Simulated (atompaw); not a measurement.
## Cutoff test, gadolinium (Gd), PAW (atompaw)

Gd (Z = 64), PAW, made with atompaw 4.2.0.5 (PBE, scalar-relativistic). Core [Kr] 4d10, reference 4f7 5s2 5p6 5d1 6s2 6p0. Waves: 5s (bound): rc 2.25 bohr; 6s (bound): rc 3.00 bohr; 5p (bound): rc 2.25 bohr; 6p (bound, empty): rc 3.00 bohr; 5d (bound): rc 3.00 bohr; 5d channel at 2.6 Ry: rc 3.00 bohr; 4f (bound): rc 0.80 bohr; 4f channel at 3.55 Ry: rc 0.80 bohr. Local part: ultrasoft scheme with l = 4 at -0.5 Ry, radius 2.00 bohr. Core correction: smooth core density matched at 2.30 bohr. Augmentation charge: sinc compensation charge, radius 2.25 bohr; PAW radius 3.00 bohr; waves and projectors: custom rrkj vanderbiltortho.

The pseudo-atom Hamiltonian at the reference potential is diagonalised in spherical Bessel functions j_l(qr) that vanish at 20 bohr, with q² up to the cutoff. All-electron valence levels (Ry): 5s -3.6559, 6s -0.3033, 5p -2.0039, 6p -0.0980, 5d -0.1862, 4f -0.6392.

How do the lowest levels (Ry) of each channel move with the cutoff, and are there ghosts?

```json
{"cutoff (Ry)": "8", "s #1": "-3.6399", "s #2": "-0.3032", "s #3": "-0.0004", "p #1": "-1.7776", "p #2": "-0.0979", "d #1": "-0.1770", "f #1": "0.0957", "Σ f·Δε (mRy)": "6540.0"}
{"cutoff (Ry)": "25", "s #1": "-3.6559", "s #2": "-0.3033", "s #3": "-0.0005", "p #1": "-2.0038", "p #2": "-0.0979", "d #1": "-0.1862", "f #1": "0.0957", "Σ f·Δε (mRy)": "5141.4"}
{"cutoff (Ry)": "50", "s #1": "-3.6559", "s #2": "-0.3033", "s #3": "-0.0005", "p #1": "-2.0039", "p #2": "-0.0979", "d #1": "-0.1862", "f #1": "0.0957", "Σ f·Δε (mRy)": "5140.5"}
{"cutoff (Ry)": "100", "s #1": "-3.6559", "s #2": "-0.3033", "s #3": "-0.0005", "p #1": "-2.0039", "p #2": "-0.0979", "d #1": "-0.1862", "f #1": "0.0955", "Σ f·Δε (mRy)": "5139.3"}
{"cutoff (Ry)": "180", "s #1": "-3.6559", "s #2": "-0.3033", "s #3": "-0.0005", "p #1": "-2.0039", "p #2": "-0.0979", "d #1": "-0.1862", "f #1": "-0.6091", "Σ f·Δε (mRy)": "207.0"}
{"cutoff (Ry)": "400", "s #1": "-3.6559", "s #2": "-0.3033", "s #3": "-0.0005", "p #1": "-2.0039", "p #2": "-0.0979", "d #1": "-0.1862", "f #1": "-0.6387", "Σ f·Δε (mRy)": "0.0"}
```

Result: no extra level below or beside the all-electron valence levels (s, p, d, f tested); 10 mRy is reached at 300 Ry and 1 mRy at over 300 Ry.
